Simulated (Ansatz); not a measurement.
**Energy profile**

The step: BH₂Br ([BH2][Br]) + PH₃ → BPH₄ ([BH2][PH2]) + HBr; bonds formed: Br2–H5; bonds broken: B1–Br2, H5–P6 (atoms numbered as in the saddle structure below).

B1  (-0.725, -0.093, -0.550)
Br2  (1.287, -0.912, -1.581)
H3  (-1.332, -1.114, -0.506)
H4  (-0.967, 0.791, -1.308)
H5  (0.766, -0.236, -0.211)
P6  (-0.280, 0.571, 1.229)
H7  (0.810, 1.457, 1.058)
H8  (0.441, -0.465, 1.868)
(Å)

Electronic energies by CCSD(T) at an estimated basis limit (MP2 extrapolated from triple and quadruple zeta, plus CCSD(T) − MP2 in triple zeta), on PBE0-D4/def2-TZVP structures; BPH₅Br, singlet; no counterpoise correction. Program: Ansatz 0.2.0. Basis: def2-TZVPP and def2-QZVPP. Cores are frozen in the correlated methods. Filled d shells of the heavier atoms are correlated. The def2 sets are not built for correlating such inner shells, so the correlated values are less sure here. Extrapolation: Hartree–Fock as exp(−7.88 √X), correlation as X^−2.97.

(1) Give the profile in kJ/mol, counted from the separated reactants. (An estimate is asked for; the value comes from the calculation.)

The T1 diagnostic stays at or below 0.018.

## Answers

(1) The calculation gives:
| point | kJ/mol |
| --- | --- |
| separated: BH₂Br (linked as [BH2][Br]; B1, Br2, H3, H4; singlet) + PH₃ (H5, P6, H7, H8; singlet) | 0.0 |
| start structure | -79.0 |
| saddle | 90.3 |
| end structure | 53.3 |
| separated: BPH₄ (linked as [BH2][PH2]; B1, H3, H4, P6, H7, H8; singlet) + HBr (Br2, H5; singlet) | 59.4 |

For scale, one of the runs: CCSD(T)/def2-TZVPP, 191 basis functions (an equivalent command: `ansatz run in.yaml --threads 4`). The run took 46 s on 4 CPU threads (shared host), with 2 GiB of host memory at its peak.
